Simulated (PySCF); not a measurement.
**Löwdin shares of the frontier orbitals**

C₅H₆SSi.
Geometry (GFN2-xTB, Å), atoms numbered from 1 in this order:
```xyz
13
C5H6SSi angstrom
C      3.408    0.709    0.184
C      2.228    0.486    0.178
C      0.840    0.255    0.208
C      0.192   -0.548   -0.638
C     -1.284   -0.748   -0.550
Si    -1.948    0.297    0.899
S     -0.053    1.124    1.488
H      4.441    0.891    0.173
H      0.741   -1.069   -1.410
H     -1.747   -0.467   -1.499
H     -1.499   -1.811   -0.414
H     -2.836    1.379    0.488
H     -2.487   -0.497    1.997
```

Method: PySCF, TDDFT B3LYP/def2-SVPD, vertical, gas phase, core orbitals frozen in the response.

Frontier orbitals with the atoms that hold most of them (Löwdin shares over 4%, at most four atoms; ? is withheld):

```tsv
orbital	ε (eV)	atoms
HOMO-3	-8.61	S7 56%, Si6 15%, C5 14%, C3 6%
HOMO-2	-7.90	C1 40%, C2 39%, S7 6%, C3 4%
HOMO-1	-7.57	?
HOMO	-6.10	S7 38%, C4 22%, C3 16%, C1 6%
LUMO	?	?
LUMO+1	-0.42	Si6 27%, S7 22%, C1 8%, H12 8%
LUMO+2	-0.11	Si6 30%, S7 28%, C5 8%, H13 7%
```

**Question.** Which atoms hold the LUMO, and with what shares?

**Answer.** C4 (bonded to 2 C and H) 25%; C3 (bonded to 2 C and S) 20%; C1 (bonded to C and H) 17%; C2 (bonded to 2 C) 13%.

**Question.** Give the leading atoms of the HOMO-1.

**Answer.** C1 (bonded to C and H) 27%; S7 (bonded to C and Si) 25%; C2 (bonded to 2 C) 24%; C3 (bonded to 2 C and S) 10%. By element: carbon 61% or more, sulfur 25%.

**Question.** What is the LUMO energy, and the HOMO–LUMO gap?

**Answer.** ε(LUMO) = -1.11 eV; the gap is 5.00 eV (0.1837 hartree).

**Question.** The HOMO–LUMO gap is 5.00 eV. Where does the response calculation put the lowest singlet, and from which orbitals?

**Answer.** S1 is at 4.57 eV (f = 0.082), 0.43 eV below the gap, made of HOMO→LUMO (93%). Without the coupling terms of the response equations the lowest excitation would equal the gap.

**Question.** Give energy, strength and leading configuration of S1, S2, S5 and S6, and follow the Löwdin shares of the leading atoms from the occupied to the empty orbital.

**Answer.** 
- S1 (4.57 eV, f 0.082), HOMO→LUMO (93%): S7 38% → at most 14%, C4 22% → 25%, C3 16% → 20%
- S2 (4.67 eV, f 0.0001), HOMO→LUMO+1 (92%): S7 38% → 22%, C4 22% → at most 8%, Si6 at most 6% → 27%
- S5 (5.44 eV, f 0.0001), HOMO-2→LUMO (93%): C1 40% → 17%, C2 39% → 13%, C4 at most 5% → 25%, C3 4% → 20%
- S6 (5.66 eV, f 0.112), HOMO-1→LUMO (78%): C1 27% → 17%, S7 25% → at most 14%, C4 at most 10% → 25%, C3 10% → 20%

Löwdin shares depend on the basis, the more so with diffuse functions.
